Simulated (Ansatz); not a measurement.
ZnH₂SCl₅³⁻, relaxed as a singlet with RKS PBE-D4/def2-SVPD in Ansatz, starting from the GFN2-xTB (ALPB water) geometry. Force threshold 0.02 eV/Å.

A multiply charged anion in the gas phase is held together partly by the finite basis. The highest occupied level of the charge -3 singlet lies above zero (up to 4.86 eV). By energy differences it is unbound by 1.48 eV (vertical, against the charge -2 doublet, at LC-ωPBE (ω = 0.30 bohr⁻¹)/def2-SVPD) and held by the finite basis. In the singlet geometry the species has come apart into loosely held pieces.

Start:

```tsv
atom	x (Å)	y (Å)	z (Å)
Zn1	0.672	-0.496	-0.219
S2	-1.361	1.443	0.155
H3	-2.576	0.904	0.135
H4	-1.521	1.758	1.436
Cl5	2.461	-2.112	-0.605
Cl6	1.572	1.057	-1.911
Cl7	-0.394	-1.839	1.468
Cl8	-0.772	-1.439	-1.937
Cl9	1.919	0.725	1.478
```

| step | energy (eV) | largest force component (eV/Å) | SCF passes |
| --- | --- | --- | --- |
| 1 | -121837.9238 | 1.328 | 19 |
| 2 | -121838.4848 | 0.533 | 23 |
| 3 | -121838.5979 | 1.653 | 24 |
| 4 | -121838.6957 | 1.769 | 24 |
| 5 | -121838.8339 | 1.451 | 24 |
| 6 | -121838.9671 | 1.040 | 24 |
| 7 | -121839.0880 | 1.172 | 24 |
| 8 | -121839.2107 | 0.817 | 24 |
| 9 | -121839.2918 | 0.176 | 18 |
| 10 | -121839.3384 | 0.110 | 18 |
| 11 | -121839.3703 | 0.105 | 18 |
| 12 | -121839.3844 | 0.176 | 18 |
| 13 | -121839.3919 | 0.103 | 18 |
| 14 | -121839.3965 | 0.024 | 19 |
| 15 | -121839.3969 | 0.020 | 20 |
| 16 | -121839.3972 | 0.032 | 18 |
| 17 | -121839.3973 | 0.017 | 20 |

Force components are those of the run's own axes.

End:

```csv
atom,x (Å),y (Å),z (Å)
Zn1,0.934,-0.811,-0.224
S2,-2.290,1.983,0.556
H3,-2.075,0.900,-0.315
H4,-0.994,1.764,1.054
Cl5,2.741,-2.400,-0.642
Cl6,1.969,0.800,-2.062
Cl7,-0.056,-2.461,1.597
Cl8,-1.247,-0.792,-1.415
Cl9,1.018,1.017,1.451
```

Bonds lost: Zn1–S2 (atoms count from 1). The end holds 2 separate pieces.

The force fell under the threshold at step 15, but the optimiser went on. No frequencies were taken in this run, so the end may be a saddle point.

Run time 66 s (4 threads of Intel Xeon on a shared host).
